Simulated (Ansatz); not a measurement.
A structure relaxed at PBE-D4/def2-SVP in Ansatz, charge 0, singlet:

```xyz
4

Ta   -0.600   -0.299    1.421
Ta    1.114    1.102    0.123
Ta   -1.140    0.512   -0.952
Ta    0.626   -1.314   -0.592
```

Task: Give its formula and point group.

Result: the cluster Ta₄. Point group Td (tolerance 0.1 Å).

Task: Summarise the bond lengths by kind (pairs closer than 1.2 times the sum of covalent radii, bridged metal pairs left out).

Result: 6 × Ta–Ta 2.57 Å.

In the def2 sets Ta takes a core potential; there is no spin–orbit coupling. The relaxation made no stability test and no search for a lower SCF solution. The structure comes from a short search, and lower isomers may exist.
